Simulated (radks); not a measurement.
Values are calculated unless marked as measured or tabulated.
The ytterbium ion Yb4+, configuration [Xe] 4f12 (the NIST ground configuration). Code: a radial shooting solver on a logarithmic mesh with Libxc functionals. Model: scalar-relativistic Kohn-Sham, Slater X-alpha with alpha = 0.823, spin-polarised, spherical densities, finite nucleus; open shells are filled with parallel spins first (spin-orbit coupling, left out, can overturn this in heavy ions); Fermi nuclear charge, rms radius 5.3108 fm.

Unscreened Slater integrals over Kohn-Sham orbitals (eV). They are taken over the spin-up orbitals.

| integral | value |
|---|---|
| F0(4f,4f) | 37.072 |
| F2(4f,4f) | 17.739 |
| F4(4f,4f) | 11.152 |
| F6(4f,4f) | 8.0297 |
| F0(4f,5p) | 22.441 |
| F2(4f,5p) | 7.4385 |
| G2(4f,5p) | 3.5018 |
| G4(4f,5p) | 2.7845 |
| F0(4f,5s) | 25.072 |
| G3(4f,5s) | 4.2290 |
| F0(5p,5p) | 18.527 |
| F2(5p,5p) | 10.037 |
| F0(5p,5s) | 19.726 |
| G1(5p,5s) | 13.240 |
| F0(5s,5s) | 21.275 |

Derived for the open shells (J is the average intra-shell exchange parameter used in DFT+U). 4f: F4/F2 = 0.629, F6/F2 = 0.453, J = (286 F2 + 195 F4 + 250 F6)/6435 = 1.438 eV.
